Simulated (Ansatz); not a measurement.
Reaction (cleavage of the Ge–B bond): `[BH2][GeH]([CH3])[OH]` + H₂Te → `[CH3][GeH]([OH])[TeH]` + BH₃

Computed with Ansatz on PBE0-D4/def2-TZVP structures; ΔE is electronic, products minus reactants. CCSD(T)/CBS is the MP2 limit (def2-TZVPP, def2-QZVPP) plus CCSD(T) − MP2 in def2-TZVPP, frozen cores. This one scheme is used for every species. DFT in def2-TZVPP. Elements past krypton have def2 core potentials. For Ge, Te outer-core shells are correlated without core-valence functions, which leaves a few kJ/mol of doubt a bond. Scalar relativity is left out up to krypton. Each species was taken in one conformer, which may not be the lowest.

| level | ΔE (eV) |
| --- | --- |
| PBE-D4 | -0.88 |
| r2SCAN-D4 | -0.92 |
| ωB97M-V | -0.91 |
| r2SCAN | -0.91 |
| SCS-MP2/def2-TZVPP | -0.97 |
| CCSD(T)/def2-TZVPP | -0.87 |
| HF/CBS(def2) | -0.96 |
| CCSD/CBS(def2) | -0.91 |

Task: What does CCSD(T)/CBS give? (Best estimate.)

Result: The calculation gave: -0.93 eV. The listed levels differ from it by 0.05, 0.01, 0.02, 0.02, -0.04, 0.06, -0.03, 0.02 eV.

Largest T1 diagnostic among the species: 0.011.

The D4 term adds −0.06 eV with B3LYP and −0.03 eV with PBE0; it sums over pairs of atoms, weighted by their polarisabilities, and B3LYP, whose exchange is more repulsive, gets the larger term. From PBE to PBE0 (25 % exact exchange), in def2-TZVPP and without D4, ΔE moves by −0.04 eV.

B3LYP here is the variant with VWN-RPA as its local correlation; programs differ in this.
